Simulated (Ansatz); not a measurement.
Energy needed to pull apart CH₃AsO (SMILES O=C[AsH2]), singlet, into free ground-state atoms, from the structure below (displaced at random from a GFN2-xTB minimum); no zero-point or spin–orbit terms; open-shell atoms are treated unrestricted, in their ground-state multiplicity.

```
6
angstrom
O -0.2792 -1.5034 1.0142
C -0.3734 -0.8657 -0.0124
As -0.3470 1.2203 -0.0254
H -0.4281 -1.3477 -1.0664
H 0.8227 1.2415 -1.0353
H 0.6530 1.3547 1.2051
```

Program: Ansatz 0.2.0. Basis: def2-TZVPP. Cores are frozen in the correlated methods. Filled d shells of the heavier atoms are correlated. The def2 sets are not built for correlating such inner shells, so the correlated values are less sure here.

| method | atomization energy (kJ/mol) |
| --- | --- |
| PBE-D4 | 2063 |
| r2SCAN-D4 | ? |
| B97M-V | 1993 |
| PBE0-D4 | ? |
| r2SCANh-D4 | 1962 |
| wB97M-V | 1978 |
| HF | 1256 |
| MP2 | 1939 |
| CCSD | 1869 |
| CCSD(T) | 1917 |

(1) What does PBE0-D4 give? (To be estimated.)

(2) What does r2SCAN-D4 give? (An estimate is asked for; the value comes from the calculation.)

No T1 diagnostic of these runs exceeds 0.016.

Results:

(1) Computed: 1974 kJ/mol, which is about 57 kJ/mol more than CCSD(T)/def2-TZVPP.

(2) By the calculation: 1991 kJ/mol, which is about 74 kJ/mol more than CCSD(T)/def2-TZVPP.

In triple zeta the MP2 and coupled-cluster atomization energies are still short of their basis limit by a few kcal/mol a bond, whereas those of the functionals are nearly converged, so these differences are not deviations from converged CCSD(T).

For scale, one of the runs: CCSD(T)/def2-TZVPP forces, 152 basis functions (an equivalent command: `ansatz run in.yaml --threads 4`). Hardware: 4 CPU threads, shared host. Wall time 100 s; peak host memory 1.9 GiB.
